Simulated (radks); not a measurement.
Results of a calculation; reference values are marked as such.
Sn I, 50 electrons, occupied as [Kr] 4d10 5s2 5p1 5f1 (not the ground configuration). Code: a radial shooting solver on a logarithmic mesh with Libxc functionals. Model: scalar-relativistic Kohn-Sham, PBE, spin-unpolarised, spherical densities, point nucleus.

X-ray form factor f0, the Fourier transform of the density (f0(0) = 50):

sin(theta)/lambda (1/angstrom),f0 (electrons)
0.05,48.178
0.1,46.093
0.15,43.320
0.2,40.375
0.25,37.503
0.3,34.796
0.4,29.996
0.5,26.101
0.6,23.095
0.8,19.067
1,16.356
1.25,13.477
1.5,10.912
2,7.355
